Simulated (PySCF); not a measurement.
# Working out the excitation energy of Li

Li [He] 2s1 (2S) → Li [He] 3d1 (2D). Calculation: PySCF 2.14, in aug-cc-pCVTZ (7s6p4d2f, 59 functions); no relativity, point nucleus. Frozen: nothing. Energies in hartree (1 hartree = 27.21139 eV):

```json
{"part": "UHF", "Li (lower)": "-7.432706", "Li (upper)": "-7.272383"}
{"part": "MP2 opposite-spin", "Li (lower)": "-0.036731", "Li (upper)": "-0.036049"}
{"part": "MP2 same-spin", "Li (lower)": "-0.000449", "Li (upper)": "-0.000043"}
```

Task: What does Hartree-Fock give?

Result: (-7.272383) − (-7.432706) = 0.160323 hartree = 4.363 eV.

Task: What do MP2 and SCS-MP2 (6/5 opposite-spin, 1/3 same-spin) give?

Result: The opposite-spin parts differ by 0.019 eV and the same-spin parts by 0.011 eV. MP2: 4.363 + (0.019) + (0.011) = 4.393 eV. SCS-MP2: 4.363 + 1.2 × (0.019) + (0.011)/3 = 4.389 eV.

Measured between the centres of the two terms (NIST): 3.879 eV, so MP2 (valence and next inner shell) is off by 0.514 eV.

What remains against the reference includes basis incompleteness and correlation beyond second order.
